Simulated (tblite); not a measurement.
Compound: C7H10O2S.
SMILES with atom numbers: `[CH2:1]=[C:2]([CH3:3])[C@@H:4]1[CH:5]=[CH:6][S:7](=[O:8])(=[O:9])[CH2:10]1` (hydrogens: H11, H12 on C1; H13, H14, H15 on C3; H16 on C4; H17 on C5; H18 on C6; H19, H20 on C10)

Structure used (GFN2-xTB), in Å, numbered top down from 1:
```xyz
20
C7H10O2S angstrom
C      2.4219    1.0013   -0.1522
C      1.3346    0.2494   -0.0997
C      1.2847   -1.1526   -0.6183
C      0.0420    0.7869    0.4911
C     -0.5128   -0.1970    1.4893
C     -1.5984   -0.8688    1.1755
S     -2.1771   -0.3707   -0.4451
O     -1.8878   -1.3955   -1.4133
O     -3.5285    0.1122   -0.3874
C     -1.0021    1.0222   -0.5974
H      2.4468    2.0063    0.2342
H      3.3355    0.6390   -0.5910
H      2.1425   -1.3575   -1.2533
H      1.2995   -1.8567    0.2141
H      0.3693   -1.3336   -1.1788
H      0.2672    1.7247    1.0099
H      0.0406   -0.3258    2.4080
H     -2.1151   -1.6169    1.7409
H     -1.5832    1.9235   -0.4310
H     -0.5848    1.0204   -1.5988
```

All values are computed: GFN2-xTB (tblite) harmonic vibrations without scaling, gas phase. Against measured fundamentals such values can be off by several per cent, at times by over 20. One conformer, not necessarily the lowest.

Harmonic wavenumbers (cm⁻¹): 58.0, 90.6, 116.6, 191.4, 194.5, 250.6, 298.0, 318.4, 384.6, 402.0, 412.4, 492.3, 530.1, 556.7, 650.5, 681.1, 715.0, 749.9, 791.1, 808.8, 867.7, 892.4, 901.2, 945.5, 982.9, 1013.4, 1027.5, 1047.5, 1086.9, 1101.9, 1124.6, 1158.4, 1228.7, 1249.3, 1250.7, 1267.7, 1271.0, 1406.0, 1424.0, 1427.2, 1474.0, 1480.2, 1684.6, 1723.9, 2931.7, 3001.2, 3038.9, 3041.7, 3047.7, 3052.0, 3073.9, 3105.0, 3131.7, 3168.2.

A = 2433, B = 844.4, C = 806.2 MHz; mass 158.040 u (most abundant isotopes); point group C1, symmetry number 1.

Task: What is the zero-point energy?

Result: ½Σν̃ = 34161 cm⁻¹ = 408.66 kJ/mol.

Task: Entropy at 500 K, 1 bar (ideal gas, RRHO, classical rotation)?

Result: Translation 182.74, rotation 130.51, vibration 210.37: S = 523.6 J/(mol K).

Task: And Cp and H(500 K) − H(0)?

Result: Cp = 258.40 J/(mol K), of which vibrations give 225.14 (their classical limit is 54 R = 449.0); H(500 K) − H(0) = 73.40 kJ/mol without the zero-point energy, 56.77 from vibrations.

Task: Which modes carry the vibrational entropy at 500 K?

Result: 58.0 cm⁻¹: 23.21; 90.6 cm⁻¹: 19.52; 116.6 cm⁻¹: 17.43; 191.4 cm⁻¹: 13.38; 194.5 cm⁻¹: 13.25; 250.6 cm⁻¹: 11.21 J/(mol K); the other 48 give 112.38 together.

Task: How do the functions run with temperature in this model?

Result: 
| T (K) | S (J/(mol K)) | Cp (J/(mol K)) | H − H(0) (kJ/mol) | G − H(0) (kJ/mol) | ln q(vib) |
| --- | --- | --- | --- | --- | --- |
| 150 | 323.2 | 98.5 | 9.45 | -39.02 | 2.43 |
| 250 | 384.8 | 147.7 | 21.74 | -74.48 | 4.93 |
| 298.15 | 412.9 | 172.0 | 29.44 | -93.68 | 6.18 |
| 400 | 470.3 | 219.6 | 49.43 | -138.69 | 8.92 |
| 600 | 573.6 | 289.6 | 100.86 | -243.30 | 14.37 |
| 900 | 704.3 | 353.5 | 198.21 | -435.66 | 22.19 |

q(vib) and H(0) count from the zero-point level.

Task: Blend soft modes into free rotors: weight 1/[1 + (100 cm⁻¹/ν̃)⁴] for the oscillator and the rest for a rotor with moment μB/(μ + B), μ = h/(8π²ν), B = 10⁻⁴⁴ kg m². What vibrational entropy results?

Result: 199.56 J/(mol K) in place of 210.37, which changes −T·S at 500 K by +5.41 kJ/mol.

Task: What must be added to the electronic energy to get the Gibbs energy at 500 K and 1 bar?

Result: ZPE + [H(500 K) − H(0)] − T·S = 408.66 + 73.40 − 261.81 = 220.25 kJ/mol.

Hindered rotation and anharmonicity are outside this model. Other conformers, if any are populated, would add a mixing term that is left out. The structure is chiral; the term R ln 2 for an equal mix with its mirror image is left out.
